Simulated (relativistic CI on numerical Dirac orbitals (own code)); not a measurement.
## Hyperfine structure of P10+, mass number 31

Calculated at this level of theory: Dirac-Coulomb-Breit CI, KLI orbitals optimised for each configuration, model QED (radiative potential, 1s self-energy scaled to tabulated hydrogen-like ionisation energies), unscaled Slater integrals (own radial code, finite nucleus).

CI space (outside the closed core 1s2): 2s²2p, 2s2p², 2p³, 2p²3s, 2p²3p, 2s²3s, 2p²3d, 2s²3p, 2s²3d, 2s2p3s, 2s2p3p, 2s2p3d, 2s²4s, 2s²4p, 2s²4d, 2s²4f. Levels of other configurations are missing.

Nuclear spin I = 1/2, μ = 1.13093 μN (tables of Stone and Pyykkö). The electronic factors are computed for point nuclear moments, without core polarisation or the Bohr-Weisskopf and QED corrections.

| Level | E (cm⁻¹) | A (GHz) |
| --- | --- | --- |
| 2s²2p ²P°1/2 | 0 | 53.5 |
| 2s²2p ²P°3/2 | 9642 | 11.08 |
| 2s2p² ⁴P1/2 | 173376 | 94.82 |
| 2s2p² ⁴P3/2 | 176832 | 44.55 |
| 2s2p² ⁴P5/2 | 181754 | 46.46 |
| 2s2p² ²D3/2 | 321401 | -12.28 |
| 2s2p² ²D5/2 | 321468 | 51.89 |
| 2s2p² ²S1/2 | 409858 | 174 |

Levels with J = 0, under 50 % of one LS term, or S terms without an open s electron are left out. Small factors come from cancelling terms and can be off by tens of per cent or more.

At this charge energies of transitions that change n are usually good to better than 1 %, and those within a shell (Δn = 0) to a few per cent.

(1) Give the hyperfine levels of 2s²2p ²P°1/2 relative to its centre of gravity.

Results:

(1) With K = F(F + 1) − I(I + 1) − J(J + 1), E = AK/2: F = 0: -40.12, F = 1: 13.37 GHz.
